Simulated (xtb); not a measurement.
H3O3Si (SMILES O[Si](O)O), doublet, at a GFN2-xTB geometry; xtb with GFN2-xTB.

Input for xtb:
```
$ xtb mol.xyz --gfn 2 --uhf 1 --acc 30 --json

# file mol.xyz
7

O     -0.84317475    -0.87603590    -0.91455838
Si    -0.16941596    -0.08038194     0.34291190
O     -0.28508537     1.51773913    -0.03316397
O      1.37066024    -0.57947772     0.49097699
H     -1.58178239    -0.47345656    -1.36288875
H      0.23413609     2.15205276     0.45211068
H      1.78026866    -1.05105329    -0.23602572
```

Output, abridged:

```
   ID    Z sym.   atoms
    1    8 O      1, 3, 4
    2   14 Si     2
    3    1 H      5-7

           -------------------------------------------------
          |                Calculation Setup                |
           -------------------------------------------------

           -------------------------------------------------
          |                 G F N 2 - x T B                 |
           -------------------------------------------------

          ...................................................
          :                      SETUP                      :
          :.................................................:
          :  # basis functions                  25          :
          :  # atomic orbitals                  24          :
          :  # shells                           12          :
          :  # electrons                        25          :
          :  max. iterations                   250          :
          :  Hamiltonian                  GFN2-xTB          :
          :  restarted?                      false          :
          :  GBSA solvation                  false          :
          :  PC potential                    false          :
          :  electronic temp.          300.0000000     K    :
          :  accuracy                   30.0000000          :
          :  -> integral cutoff          0.2000000E+02      :
          :  -> integral neglect         0.3000000E-06      :
          :  -> SCF convergence          0.3000000E-04 Eh   :
          :  -> wf. convergence          0.3000000E-02 e    :
          :  Broyden damping             0.4000000          :
          :  net charge                          0          :
          :  unpaired electrons                  1          :
          ...................................................

 iter      E             dE          RMSdq      gap      omega  full diag
   1    -15.6039007 -0.156039E+02  0.668E+00    4.62       0.0  T
   2    -15.6091765 -0.527579E-02  0.406E+00    4.70       1.0  T
   3    -15.6055253  0.365112E-02  0.116E+00    4.77       1.0  T
   4    -15.6127170 -0.719171E-02  0.486E-01    4.77       1.0  T
   5    -15.6126464  0.706878E-04  0.198E-01    4.77       1.0  T
   6    -15.6128224 -0.176086E-03  0.531E-02    4.77       1.0  T
   7    -15.6128279 -0.547309E-05  0.143E-02    4.78       2.6  T
   8    -15.6128287 -0.814927E-06  0.400E-03    4.78       9.4  T

   *** convergence criteria satisfied after 8 iterations ***

         :::::::::::::::::::::::::::::::::::::::::::::::::::::
         ::                     SUMMARY                     ::
         :::::::::::::::::::::::::::::::::::::::::::::::::::::
         :: total energy             -15.522876978047 Eh    ::
         :: gradient norm              0.000053956804 Eh/a0 ::
         :: HOMO-LUMO gap              4.775662506298 eV    ::
         ::.................................................::
         :: SCC energy               -15.612827737875 Eh    ::
         :: -> isotropic ES            0.082362011097 Eh    ::
         :: -> anisotropic ES         -0.003298444382 Eh    ::
         :: -> anisotropic XC         -0.001486563899 Eh    ::
         :: -> dispersion             -0.002998749054 Eh    ::
         :: repulsion energy           0.089950759828 Eh    ::
         :: add. restraining           0.000000000000 Eh    ::
         :: total charge              -0.000000000000 e     ::
         :::::::::::::::::::::::::::::::::::::::::::::::::::::

           -------------------------------------------------
          |                Property Printout                |
           -------------------------------------------------

    * Orbital Energies and Occupations

         #    Occupation            Energy/Eh            Energy/eV
      -------------------------------------------------------------
         1        2.0000           -0.7742959             -21.0697
         2        2.0000           -0.6740879             -18.3429
         3        2.0000           -0.6714082             -18.2699
         4        2.0000           -0.6182165             -16.8225
         5        2.0000           -0.5655852             -15.3904
         6        2.0000           -0.5627000             -15.3118
         7        2.0000           -0.5096731             -13.8689
         8        2.0000           -0.4884593             -13.2917
         9        2.0000           -0.4816363             -13.1060
        10        2.0000           -0.4703541             -12.7990
        11        2.0000           -0.4603450             -12.5266
        12        2.0000           -0.4515316             -12.2868
        13        1.0000           -0.2851774              -7.7601 (HOMO)
        14                         -0.1096751              -2.9844 (LUMO)
        15                         -0.0910529              -2.4777
        16                         -0.0033412              -0.0909
        17                          0.0869571               2.3662
        18                          0.0975743               2.6551
        19                          0.1190709               3.2401
        20                          0.1964630               5.3460
        21                          0.2343368               6.3766
        22                          0.5476487              14.9023
        23                          0.7821141              21.2824
        24                          0.8194311              22.2979
      -------------------------------------------------------------
                  HL-Gap            0.1755024 Eh            4.7757 eV
             Fermi-level           -0.2828904 Eh           -7.6978 eV

     #   Z          covCN         q      C6AA      α(0)
     1   8 O        1.576    -0.477    22.446     6.393
     2  14 Si       2.322     0.537   175.536    28.660
     3   8 O        1.575    -0.483    22.577     6.412
     4   8 O        1.575    -0.479    22.497     6.400
     5   1 H        0.811     0.301     0.716     1.328
     6   1 H        0.810     0.296     0.732     1.343
     7   1 H        0.810     0.304     0.709     1.322

 Mol. C6AA /au·bohr⁶  :        860.399712
 Mol. C8AA /au·bohr⁸  :      32654.827483
 Mol. α(0) /au        :         51.858220

Wiberg/Mayer (AO) data.
largest (>0.10) Wiberg bond orders for each atom

 ---------------------------------------------------------------------------
     #   Z sym  total        # sym  WBO       # sym  WBO       # sym  WBO
 ---------------------------------------------------------------------------
     1   8 O    2.160 --     2 Si   1.161     5 H    0.893
     2  14 Si   3.509 --     1 O    1.161     4 O    1.160     3 O    1.142
     3   8 O    2.148 --     2 Si   1.142     6 H    0.896
     4   8 O    2.148 --     2 Si   1.160     7 H    0.877
     5   1 H    0.909 --     1 O    0.893
     6   1 H    0.912 --     3 O    0.896
     7   1 H    0.908 --     4 O    0.877
 ---------------------------------------------------------------------------

Topologies differ in total number of bonds
Writing topology from bond orders to xtbtopo.mol

molecular dipole:
                 x           y           z       tot (Debye)
 q only:       -0.141       0.179       0.099
   full:        0.027       0.371      -0.310       1.231
molecular quadrupole (traceless):
                xx          xy          yy          xz          yz          zz
 q only:        1.099       0.274      -0.673      -0.923       1.725      -0.426
  q+dip:        1.486       0.329      -0.537      -0.900       2.403      -0.949
   full:        1.726       0.261      -0.217      -0.282       2.914      -1.510

           -------------------------------------------------
          | TOTAL ENERGY              -15.522876978047 Eh   |
          | GRADIENT NORM               0.000053956804 Eh/α |
          | HOMO-LUMO GAP               4.775662506298 eV   |
           -------------------------------------------------

normal termination of xtb
```
